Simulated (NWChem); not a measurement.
# CH5FO2Si; SMILES O([SiH](F)O)C

```xyz
10

Si     0.0359    -0.4925     0.3723
O      0.9317    -1.7178    -0.2494
F     -1.4926    -0.5493    -0.1372
O      0.6768     0.9272    -0.1505
C      0.0164     2.1867    -0.0653
H      0.0228    -0.6551     1.8351
H      1.2538    -1.5926    -1.1536
H     -0.0842     2.5101     0.9790
H      0.6245     2.9216    -0.5996
H     -0.9788     2.1467    -0.5233
```
Atoms are numbered in this order, from 1.

Level: B3LYP/6-31G* (spherical d) (NWChem), optimised geometry, unscaled harmonic frequencies. 

```json
[
 {"frequency (cm⁻¹)": "59", "IR intensity (km/mol)": "2.5"},
 {"frequency (cm⁻¹)": "81", "IR intensity (km/mol)": "0.2"},
 {"frequency (cm⁻¹)": "148", "IR intensity (km/mol)": "20.3"},
 {"frequency (cm⁻¹)": "218", "IR intensity (km/mol)": "50.6"},
 {"frequency (cm⁻¹)": "313", "IR intensity (km/mol)": "56.8"},
 {"frequency (cm⁻¹)": "365", "IR intensity (km/mol)": "48.0"},
 {"frequency (cm⁻¹)": "397", "IR intensity (km/mol)": "54.2"},
 {"frequency (cm⁻¹)": "743", "IR intensity (km/mol)": "62.3"},
 {"frequency (cm⁻¹)": "803", "IR intensity (km/mol)": "11.4"},
 {"frequency (cm⁻¹)": "861", "IR intensity (km/mol)": "33.8"},
 {"frequency (cm⁻¹)": "917", "IR intensity (km/mol)": "135.3"},
 {"frequency (cm⁻¹)": "929", "IR intensity (km/mol)": "319.9"},
 {"frequency (cm⁻¹)": "994", "IR intensity (km/mol)": "216.6"},
 {"frequency (cm⁻¹)": "1140", "IR intensity (km/mol)": "268.5"},
 {"frequency (cm⁻¹)": "1190", "IR intensity (km/mol)": "0.4"},
 {"frequency (cm⁻¹)": "1222", "IR intensity (km/mol)": "67.3"},
 {"frequency (cm⁻¹)": "1513", "IR intensity (km/mol)": "3.2"},
 {"frequency (cm⁻¹)": "1533", "IR intensity (km/mol)": "5.0"},
 {"frequency (cm⁻¹)": "1534", "IR intensity (km/mol)": "3.3"},
 {"frequency (cm⁻¹)": "2346", "IR intensity (km/mol)": "126.7"},
 {"frequency (cm⁻¹)": "3035", "IR intensity (km/mol)": "56.2"},
 {"frequency (cm⁻¹)": "3099", "IR intensity (km/mol)": "37.6"},
 {"frequency (cm⁻¹)": "3136", "IR intensity (km/mol)": "31.6"},
 {"frequency (cm⁻¹)": "3800", "IR intensity (km/mol)": "76.6"}
]
```

- zero-point energy = 43.4 kcal/mol
- thermal correction to the enthalpy at 298.15 K (with zero-point energy) = 48.5 kcal/mol
- heat capacity Cv = 22.4 cal/(mol K)
- entropy at 298.15 K and 1 atm (symmetry number 1) = 83.5 cal/(mol K)
- dipole moment = 1.84 D

Rigid rotor and harmonic oscillator; modes under 100 cm⁻¹ make the entropy uncertain.
